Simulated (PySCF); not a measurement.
Löwdin shares of the frontier orbitals

Species: C₂H₈GeSi.
Z-matrix (Å and degrees, PBE0-D3(BJ)/def2-SVP geometry), rows numbered from 1:
```
C 
C   1  1.3355
Ge  2  1.9449  1  124.05
Si  3  2.3839  2  110.57  1    -1.01
H   1  1.0964  2  122.26  3     0.24
H   1  1.0960  2  121.91  3  -179.79
H   2  1.0976  1  118.63  3   179.77
H   3  1.5447  2  109.37  1   120.55
H   3  1.5445  2  109.46  1  -122.71
H   4  1.4947  3  110.10  2  -174.41
H   4  1.4956  3  110.42  2    65.49
H   4  1.4958  3  110.36  2   -54.41
```

Computed with PySCF, TDDFT B3LYP/def2-SVPD, vertical, gas phase, core orbitals frozen in the response. The B3LYP/def2-SVPD calculation is non-relativistic and has no spin–orbit coupling, an omission that weighs most on germanium.

Kohn–Sham orbitals with the atoms that hold most of them (Löwdin shares over 4%, at most four atoms; ? is withheld):

| orbital | ε (eV) | atoms |
| --- | --- | --- |
| LUMO+2 | 0.20 | Si4 33%, Ge3 14%, H10 13%, H11 8% |
| LUMO+1 | -0.01 | Ge3 32%, Si4 18%, H8 11%, H9 10% |
| LUMO | -0.63 | ? |
| HOMO | -7.73 | ? |
| HOMO-1 | -7.90 | Si4 32%, Ge3 30%, C2 11%, H10 5% |
| HOMO-2 | -8.69 | Ge3 25%, C2 24%, C1 14%, H9 8% |
| HOMO-3 | -9.22 | Ge3 23%, Si4 20%, H8 12%, H9 12% |

(1) Give the leading atoms of the HOMO.

(2) Give the leading atoms of the LUMO.

(3) The HOMO–LUMO gap is 7.10 eV. Where does the response calculation put the lowest singlet, and from which orbitals?

Answers

(1) C1 (bonded to C and 2 H) 37%; C2 (bonded to C, Ge and H) 36%; Ge3 (bonded to C, Si and 2 H) 9%; H8 (bonded to Ge) 4%. By element: carbon 73%, germanium 9%, hydrogen 4% or more.

(2) C1 (bonded to C and 2 H) 37%; C2 (bonded to C, Ge and H) 33%; Ge3 (bonded to C, Si and 2 H) 9%; H6 (bonded to C) 5%. By element: carbon 70%, germanium 9%, hydrogen 5% or more.

(3) S1 is at 6.22 eV (f = 0.0005), 0.88 eV below the gap, made of HOMO-1→LUMO (91%). Its leading pair isn't HOMO and LUMO; the energies of that pair differ by 7.27 eV. 

Next come S2 at 6.78 eV (f 0.0028), HOMO→LUMO+1 (56%), HOMO-2→LUMO (22%), HOMO→LUMO+3 (10%); S3 at 6.88 eV (f 0.0006), HOMO-2→LUMO (63%), HOMO→LUMO+1 (27%); S4 at 6.96 eV (f 0.164), HOMO→LUMO (62%), HOMO-1→LUMO+1 (28%); S5 at 7.07 eV (f 0.0089), HOMO→LUMO+2 (45%), HOMO→LUMO+3 (35%), HOMO→LUMO+1 (17%).

Löwdin shares depend on the basis, the more so with diffuse functions.

One conformer stands for the species.
